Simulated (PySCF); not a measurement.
Isomers of C6H11F2NSi, mass 163.063 u with the commonest isotopes. Level of theory: PBE0/pcSseg-1 in PySCF (dipole) on a GFN2-xTB geometry, gas phase. One conformer each, none proved a minimum here; rigid rotors.

Question: Order these by rotational constant C, largest first.
A. `[F:1][C@@H:2]1[CH2:3][CH2:4][NH:5][Si@H:6]1[C@@H:7]1[CH2:8][C@@H:9]1[F:10]` with N5–Si6–C7–C8 15°, F1–C2–C3–C4 -160°, C2–C3–C4–N5 33°, C3–C4–N5–Si6 -8°, C4–N5–Si6–C7 -131°
B. `[CH2:1]=[C:2]1[SiH2:3][N:4]([CH3:5])[CH2:6][C@@H:7]1[CH:8]([F:9])[F:10]` with C6–C7–C8–F9 63°, C1–C2–Si3–N4 169°, C2–Si3–N4–C5 -171°, Si3–N4–C6–C7 30°, N4–C6–C7–C8 82°
C. `[CH2:1]=[CH:2][Si@@H:3]1[NH:4][CH2:5][CH2:6][C@@H:7]1[CH:8]([F:9])[F:10]` with C1–C2–Si3–N4 18°, C6–C7–C8–F9 -175°, C2–Si3–N4–C5 -127°, Si3–N4–C5–C6 33°, N4–C5–C6–C7 -43°, C5–C6–C7–C8 157°

Answer: C (693.8 MHz), B (676.2 MHz), A (623.2 MHz).

Question: Order these by dipole moment, smallest first.
A. `[CH2:1]=[C:2]1[SiH2:3][N:4]([CH3:5])[CH2:6][C@@H:7]1[CH:8]([F:9])[F:10]` with C6–C7–C8–F9 63°, C1–C2–Si3–N4 169°, C2–Si3–N4–C5 -171°, Si3–N4–C6–C7 30°, N4–C6–C7–C8 82°
B. `[F:1][C@@H:2]1[CH2:3][CH2:4][NH:5][Si@H:6]1[C@@H:7]1[CH2:8][C@@H:9]1[F:10]` with N5–Si6–C7–C8 15°, F1–C2–C3–C4 -160°, C2–C3–C4–N5 33°, C3–C4–N5–Si6 -8°, C4–N5–Si6–C7 -131°
C. `[CH2:1]=[CH:2][Si@@H:3]1[NH:4][CH2:5][CH2:6][C@@H:7]1[CH:8]([F:9])[F:10]` with C1–C2–Si3–N4 18°, C6–C7–C8–F9 -175°, C2–Si3–N4–C5 -127°, Si3–N4–C5–C6 33°, N4–C5–C6–C7 -43°, C5–C6–C7–C8 157°
D. `[CH2:1]=[C:2]([F:3])[C@@H:4]1[CH2:5][C@@H:6]([F:7])[CH2:8][N:9]1[SiH3:10]` with C1–C2–C4–C5 -144°, C2–C4–C5–C6 -91°, C4–C5–C6–F7 -131°, C5–C6–C8–N9 -11°, C6–C8–N9–Si10 -170°

Answer: D (1.63 D), B (2.08 D), A (2.32 D), C (3.14 D).

Question: Order these by rotational constant A, largest first.
A. `[CH2:1]=[C:2]([F:3])[C@@H:4]1[CH2:5][C@@H:6]([F:7])[CH2:8][N:9]1[SiH3:10]` with C1–C2–C4–C5 -144°, C2–C4–C5–C6 -91°, C4–C5–C6–F7 -131°, C5–C6–C8–N9 -11°, C6–C8–N9–Si10 -170°
B. `[CH2:1]=[C:2]1[SiH2:3][N:4]([CH3:5])[CH2:6][C@@H:7]1[CH:8]([F:9])[F:10]` with C6–C7–C8–F9 63°, C1–C2–Si3–N4 169°, C2–Si3–N4–C5 -171°, Si3–N4–C6–C7 30°, N4–C6–C7–C8 82°
C. `[CH2:1]=[CH:2][Si@@H:3]1[NH:4][CH2:5][CH2:6][C@@H:7]1[CH:8]([F:9])[F:10]` with C1–C2–Si3–N4 18°, C6–C7–C8–F9 -175°, C2–Si3–N4–C5 -127°, Si3–N4–C5–C6 33°, N4–C5–C6–C7 -43°, C5–C6–C7–C8 157°
D. `[F:1][C@@H:2]1[CH2:3][CH2:4][NH:5][Si@H:6]1[C@@H:7]1[CH2:8][C@@H:9]1[F:10]` with N5–Si6–C7–C8 15°, F1–C2–C3–C4 -160°, C2–C3–C4–N5 33°, C3–C4–N5–Si6 -8°, C4–N5–Si6–C7 -131°

Answer: D (2037 MHz), B (1546 MHz), C (1396 MHz), A (1341 MHz).

```csv
SMILES,point group,Ia (u·Å²),Ib (u·Å²),Ic (u·Å²),κ,μa (D),μb (D),μc (D)
C=C1[SiH2]N(C)C[C@@H]1C(F)F,C1,326.97,530.42,747.37,-0.36,2.24,0.20,0.57
C=C(F)[C@@H]1C[C@@H](F)CN1[SiH3],C1,377.01,495.41,739.97,0.03,1.51,0.29,0.54
F[C@@H]1CCN[Si@H]1[C@@H]1C[C@@H]1F,C1,248.09,687.42,810.95,-0.84,1.07,0.73,1.63
C=C[Si@@H]1NCC[C@@H]1C(F)F,C1,361.96,524.93,728.46,-0.23,2.88,1.07,0.65
```
